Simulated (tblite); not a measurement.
Isomers of C6H10Si. Computed with GFN2-xTB (tblite): harmonic, unscaled wavenumbers at the GFN2-xTB geometry, gas phase. The method is semi-empirical: single wavenumbers can be off by several per cent or more. Modes of hydrogen on silicon can be 10 to 20 % off. One conformer each.

Electronic energies: GFN2-xTB at the same geometries; isomer energies are rough at this level and their order can be wrong.

```tsv
SMILES	electronic energy, lowest = 0 (kJ/mol)
C=C(C)[SiH2]C1C=C1	263.6
C#C[Si]1(C)CCC1	177.7
C=CC[SiH2]C1C=C1	267.6
C=C1C=C(C)[SiH2]C1	6.6
C=C(C)C#CC[SiH3]	104.6
C1=C[C@H]2C[C@H](C2)[SiH2]1	0.0
C=CC[SiH2]C#CC	140.3
CC#CC1C[SiH2]C1	100.5
```

How do GFN2-xTB zero-point energies change the relative energies?

| SMILES | ZPE (kJ/mol) | of it from modes above 1550 cm⁻¹ | electronic (kJ/mol) | with ZPE, lowest = 0 (kJ/mol) | lowest mode (cm⁻¹) | rings |
| --- | --- | --- | --- | --- | --- | --- |
| C1=C[C@H]2C[C@H](C2)[SiH2]1 | 363.0 | 179.6 | 0.0 | 3.6 | 193 | 3 |
| C=C1C=C(C)[SiH2]C1 | 352.7 | 191.4 | 6.6 | 0.0 | 45 | 1 |
| CC#CC1C[SiH2]C1 | 351.3 | 184.7 | 100.5 | 92.4 | 16 | 1 |
| C=C(C)C#CC[SiH3] | 339.1 | 191.7 | 104.6 | 84.4 | 12 | 0 |
| C=CC[SiH2]C#CC | 345.0 | 195.5 | 140.3 | 126.0 | 22 | 0 |
| C#C[Si]1(C)CCC1 | 362.0 | 195.8 | 177.7 | 180.4 | 57 | 1 |
| C=C(C)[SiH2]C1C=C1 | 343.6 | 194.0 | 263.6 | 247.8 | 28 | 1 |
| C=CC[SiH2]C1C=C1 | 343.5 | 194.6 | 267.6 | 251.8 | 20 | 1 |

The zero-point energies span 23.9 kJ/mol, from `C=C(C)C#CC[SiH3]` to `C1=C[C@H]2C[C@H](C2)[SiH2]1`. With it `C=C1C=C(C)[SiH2]C1` becomes the lowest.

What do entropy and thermal enthalpy add at 298.15 K and 1 bar (rigid rotor, harmonic oscillator, one conformer each)?

| SMILES | point group | symmetry number | S (J/(mol K)) | H − H(0) (kJ/mol) | ZPE + H − H(0) − TS (kJ/mol) |
| --- | --- | --- | --- | --- | --- |
| C1=C[C@H]2C[C@H](C2)[SiH2]1 | Cs | 1 | 331.1 | 19.79 | 284.0 |
| C=C1C=C(C)[SiH2]C1 | Cs | 1 | 373.1 | 24.65 | 266.1 |
| C#C[Si]1(C)CCC1 | Cs | 1 | 399.6 | 27.58 | 270.5 |
| C=C(C)[SiH2]C1C=C1 | C1 | 1 | 407.5 | 27.90 | 250.0 |

Not tabulated: `CC#CC1C[SiH2]C1` (lowest mode only 16 cm⁻¹); `C=C(C)C#CC[SiH3]` (lowest mode only 12 cm⁻¹); `C=CC[SiH2]C#CC` (lowest mode only 22 cm⁻¹); `C=CC[SiH2]C1C=C1` (lowest mode only 20 cm⁻¹).
